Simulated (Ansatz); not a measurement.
```yaml
crystal:
  periodic: [false, false, false]
  atoms:
    - {symbol: C, position_ang: [3.059734, 1.066696, 0.245783]}
    - {symbol: C, position_ang: [2.192345, -0.178587, 0.392993]}
    - {symbol: N, position_ang: [0.901690, 0.106611, 1.028718]}
    - {symbol: C, position_ang: [0.541641, -0.123336, 2.349980]}
    - {symbol: C, position_ang: [-0.800519, 0.153711, 2.452391]}
    - {symbol: N, position_ang: [-1.226607, 0.565614, 1.200237]}
    - {symbol: C, position_ang: [-2.605508, 0.637585, 0.720972]}
    - {symbol: C, position_ang: [-0.191337, 0.483367, 0.341412]}
    - {symbol: H, position_ang: [4.031529, 0.791542, -0.211720]}
    - {symbol: H, position_ang: [3.261196, 1.567904, 1.216616]}
    - {symbol: H, position_ang: [2.569357, 1.790075, -0.435907]}
    - {symbol: H, position_ang: [1.932413, -0.587922, -0.617847]}
    - {symbol: H, position_ang: [2.688032, -0.955907, 1.009029]}
    - {symbol: H, position_ang: [1.265202, -0.463217, 3.096410]}
    - {symbol: H, position_ang: [-1.482874, 0.082942, 3.304277]}
    - {symbol: H, position_ang: [-2.987547, -0.398643, 0.638232]}
    - {symbol: H, position_ang: [-2.563692, 1.032895, -0.317998]}
    - {symbol: H, position_ang: [-3.216331, 1.259404, 1.403926]}
    - {symbol: H, position_ang: [-0.277091, 0.742783, -0.736160]}
    - {symbol: F, position_ang: [-0.981329, -0.646037, -4.497550]}
    - {symbol: Sb, position_ang: [-1.036987, -1.152891, -2.534844]}
    - {symbol: F, position_ang: [-3.012076, -1.610387, -2.562512]}
    - {symbol: F, position_ang: [-1.549914, 0.910281, -1.977892]}
    - {symbol: F, position_ang: [-0.432235, -3.043126, -2.916227]}
    - {symbol: F, position_ang: [-1.050421, -1.587946, -0.434209]}
    - {symbol: F, position_ang: [0.971319, -0.443431, -2.158098]}
basis:
  gaussian: {orbitals: def2-TZVP, initial_orbitals: start.molden}
total_charge: -1
magnetization: {spin_polarized: true, initial_magnetization: 1}
hamiltonian: {xc: pbe0, dispersion: d4}
scf: {omitted_lower_state_checks: [starts]}
output: {orbitals: {seedname: orbitals}}
```

The file start.molden holds the orbitals of an earlier run on this structure, at another level or in another basis.

```sh
$ ansatz run in.yaml --threads 4 --pin off --events-out ev --progress --plain --max-ram 6963MiB
```

(1) Does this run fit into the memory that it is given?

## Answers

(1) No. It has 550 basis functions, and Ansatz plans for 10 GiB where 7 GiB are given.
